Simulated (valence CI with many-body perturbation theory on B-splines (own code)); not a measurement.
## Level structure of Ag XVII

Level of theory: relativistic CI+MBPT: three valence electrons over a frozen Dirac-Fock core [Ar] 3d10, a basis of 11 s, 11 p, 10 d, 8 f, 5 g, 2 h functions for each j, with the one-electron correlation potential Σ1 (screened to all orders), the two-electron term Σ2, the three-electron term Σ3, Breit, model QED; selected single and double excitations, second order for the rest, scaled by the run's own slope (own B-spline code, finite nucleus).

No measured spectrum was set against this ion. As an estimate, levels hold to about 250 cm⁻¹ or 0.2 % of their energy and the worst to 1 %, as in measured heavy ions of charge 2 to 7; those with d or f electrons hold less well.

Levels 1 to 45 of 188, with energies above the lowest level, 4s²4p ²P°_1/2. "Leading %" is the weight of the configuration and term that name the level; weights of strongly mixed levels are sums over their largest components and can fall short. Lifetimes count E1, E2, E3, M1 and M2 decay at the calculated energies, and are blank where another channel may lead or the interval is too uncertain; long ones can be off by a factor of two.

```csv
No.,Configuration,Term,J,E (cm⁻¹),Leading %,Second component,Lifetime
1,4s²4p,²P°,1/2,0,98,,
2,4s²4p,²P°,3/2,60325,98,,503 μs
3,4s4p²,⁴P,1/2,278290,89,9 % 4s4p² ²S,1.04 ns
4,4s4p²,⁴P,3/2,311990,98,,7.44 ns
5,4s4p²,⁴P,5/2,333790,78,21 % 4s4p² ²D,1.14 ns
6,4s4p²,²D,3/2,380160,86,7 % 4s4p² ²P,74.1 ps
7,4s4p²,²D,5/2,402040,74,21 % 4s4p² ⁴P,185 ps
8,4s4p²,²P,1/2,415250,63,29 % 4s4p² ²S,18.1 ps
9,4s4p²,²S,1/2,475100,61,34 % 4s4p² ²P,22.2 ps
10,4s4p²,²P,3/2,482970,90,6 % 4s4p² ²D,13.0 ps
11,4s²4d,²D,3/2,600560,92,5 % 4s4p² ²D,7.49 ps
12,4s²4d,²D,5/2,610670,93,5 % 4s4p² ²D,9.18 ps
13,4p³,⁴S°,3/2,691150,35,29 % 4p³ ²D°,26.5 ps
14,4p³,⁴S°,3/2,729540,51,40 % 4p³ ²D°,21.9 ps
15,4p³,²D°,5/2,733850,85,14 % 4s4p4d ²D°,53.4 ps
16,4p³,²P°,1/2,779180,91,7 % 4s4p4d ²P°,24.4 ps
17,4p³,²P°,3/2,814910,50,16 % 4s4p4d ⁴F°,29.5 ps
18,4s4p4d,⁴F°,3/2,820790,77,10 % 4p³ ²P°,79.6 ps
19,4s4p4d,⁴F°,5/2,831630,90,,136 ps
20,4s4p4d,⁴F°,7/2,851130,88,8 % 4s4p4d ⁴D°,95.2 ps
21,4s4p4d,⁴P°,5/2,867750,58,21 % 4s4p4d ⁴D°,11.5 ps
22,4s4p4d,⁴D°,3/2,873960,53,36 % 4s4p4d ⁴P°,8.29 ps
23,4s4p4d,⁴D°,1/2,877180,82,11 % 4s4p4d ⁴P°,6.73 ps
24,4s4p4d,⁴F°,9/2,884670,100,,
25,4s4p4d,²F°,5/2,906250,43,25 % 4s4p4d ²D°,12.9 ps
26,4s4p4d,²D°,3/2,909110,64,13 % 4s4p4d ⁴D°,9.58 ps
27,4s4p4d,⁴P°,1/2,913730,88,12 % 4s4p4d ⁴D°,10.1 ps
28,4s4p4d,⁴D°,7/2,916050,87,9 % 4s4p4d ⁴F°,7.65 ps
29,4s4p4d,⁴P°,3/2,917000,59,29 % 4s4p4d ⁴D°,9.55 ps
30,4s4p4d,⁴D°,5/2,917460,56,23 % 4s4p4d ⁴P°,8.69 ps
31,4s4p4d,²D°,5/2,934540,46,23 % 4s4p4d ²F°,14.7 ps
32,4s4p4d,²F°,7/2,968580,98,,21.4 ps
33,4s4p4d,²P°,3/2,973500,58,31 % 4s4p4d ²D°,6.70 ps
34,4s4p4d,²F°,7/2,991010,82,10 % 4s²4f ²F°,6.88 ps
35,4s4p4d,²F°,5/2,993570,82,11 % 4s²4f ²F°,6.73 ps
36,4s4p4d,²P°,1/2,1006300,91,4 % 4s4p4d ⁴D°,8.22 ps
37,4s4p4d,²P°,1/2,1016500,91,4 % 4p³ ²P°,6.26 ps
38,4s4p4d,²D°,3/2,1027400,52,41 % 4s4p4d ²P°,5.50 ps
39,4s4p4d,²P°,3/2,1028000,74,16 % 4s4p4d ²D°,6.23 ps
40,4s4p4d,²D°,5/2,1032800,85,6 % 4s4p4d ²F°,4.87 ps
41,4s²4f,²F°,7/2,1160700,87,11 % 4s4p4d ²F°,6.31 ps
42,4s²4f,²F°,5/2,1161000,86,12 % 4s4p4d ²F°,5.87 ps
43,4p²4d,⁴F,3/2,1178200,65,12 % 4p²4d ²D,34.0 ps
44,4p²4d,⁴F,5/2,1195000,43,25 % 4p²4d ⁴D,34.8 ps
45,4p²4d,²F,5/2,1208500,61,32 % 4p²4d ⁴F,58.3 ps
```

Names give the largest LS component (configuration and term), which can be under half, so a name can repeat, a term be missing and a line seem to break the LS rules; names also repeat where a configuration has a term twice.

Where two levels of one J and parity lie close, their mixing, g and order are uncertain.

The ionisation energy to 4s² ¹S0 of the next ion comes out as 409.29 eV (NIST: 408.43 ± 0.16 eV (semi-empirical)). All 188 levels together are meant to be complete up to 1859600 cm⁻¹.
